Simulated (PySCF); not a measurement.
C5H11GaO, SMILES C=[CH][Ga]([CH2]C)[O]C, GFN2-xTB optimised geometry.

```
18

Ga    -0.69    -0.01     0.00
C      1.39    -0.01     0.00
C      2.02     1.37    -0.01
H      1.72    -0.59    -0.88
H      1.72    -0.58     0.88
H      1.72     1.95     0.86
H      1.73     1.93    -0.90
H      3.11     1.30     0.00
C     -2.07     1.48     0.00
C     -1.77     2.77     0.00
H     -3.11     1.17     0.00
H     -2.52     3.54     0.00
H     -0.74     3.12     0.00
O     -1.53    -1.52     0.00
C     -1.94    -2.87     0.00
H     -2.45    -3.10     0.94
H     -2.64    -3.04    -0.83
H     -1.09    -3.54    -0.11
```

Density from PBE0/def2-SVP in PySCF at that geometry.

Minimum of the electron density along straight lines between bonded atoms, close to the bond critical point (lines longer than 1.1 times the sum of covalent radii, or with two minima, are not listed):

```csv
bond,length / Å,ρ at the minimum / e bohr⁻³,∇²ρ there / e bohr⁻⁵,position (fraction from the first atom)
Ga1–C2,2.080,0.098,0.09,0.47
C2–C3,1.526,0.240,-0.53,0.50
C2–H4,1.096,0.269,-0.94,0.62
C2–H5,1.096,0.269,-0.94,0.62
C3–H6,1.090,0.275,-1.00,0.62
C3–H7,1.090,0.275,-1.00,0.62
C3–H8,1.091,0.274,-0.99,0.62
Ga1–C9,2.036,0.103,0.13,0.47
C9–C10,1.324,0.344,-0.93,0.49
C9–H11,1.088,0.276,-1.02,0.63
C10–H12,1.083,0.280,-1.06,0.63
C10–H13,1.081,0.282,-1.07,0.63
Ga1–O14,1.727,0.133,1.01,0.49
O14–C15,1.407,0.249,-0.32,0.66
C15–H16,1.094,0.280,-1.06,0.63
C15–H17,1.094,0.280,-1.06,0.63
C15–H18,1.093,0.281,-1.06,0.63
```
